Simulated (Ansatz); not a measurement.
`[CH3][GeH2][F]` and `[F][GeH2][Br]` differ in one atom or group.

Ansatz, PBE0-D4/def2-TZVP geometries, multiplicity 1. 

Scalar relativity is left out up to krypton. Spin–orbit coupling is left out; it splits and shifts lone-pair levels of the heavy atoms by tenths of an eV.

```
                                        property  `[CH3][GeH2][F]`
size of the dipole moment (B3LYP/def2-TZVPP) / D              2.46
           HOMO energy (ωB97M-V/def2-TZVPP) / eV            -11.32
           HOMO–LUMO gap (B3LYP/def2-TZVPP) / eV              8.98
            HOMO–LUMO gap (PBE0/def2-TZVPP) / eV              9.48
  size of the dipole moment (PBE/def2-TZVPP) / D              2.34
  zero-point energy (PBE0-D4/def2-TZVP) / kJ/mol             143.2
```

(1) Give the same properties after the change, and the shifts. (Best estimate.)

Answers

(1) The calculation gave: 
```json
{"property": "size of the dipole moment (B3LYP/def2-TZVPP) / D", "`[F][GeH2][Br]`": "2.15", "shift": "-0.31"}
{"property": "HOMO energy (ωB97M-V/def2-TZVPP) / eV", "`[F][GeH2][Br]`": "-10.88", "shift": "0.44"}
{"property": "HOMO–LUMO gap (B3LYP/def2-TZVPP) / eV", "`[F][GeH2][Br]`": "7.42", "shift": "-1.56"}
{"property": "HOMO–LUMO gap (PBE0/def2-TZVPP) / eV", "`[F][GeH2][Br]`": "8.00", "shift": "-1.48"}
{"property": "size of the dipole moment (PBE/def2-TZVPP) / D", "`[F][GeH2][Br]`": "2.00", "shift": "-0.34"}
{"property": "zero-point energy (PBE0-D4/def2-TZVP) / kJ/mol", "`[F][GeH2][Br]`": "50.4", "shift": "-92.8"}
```

With PBE0 the HOMO rises by 0.41 eV and the LUMO falls by 1.07 eV, so the gap narrows by about 1.48 eV. PBE moves the HOMO by 0.30 eV and ωB97M-V by 0.44 eV. The zero-point energy changes by -92.8 kJ/mol with -9 modes. Dipoles are sizes alone; their direction can turn.

B3LYP here is the variant with VWN-RPA as its local correlation; programs differ in this.
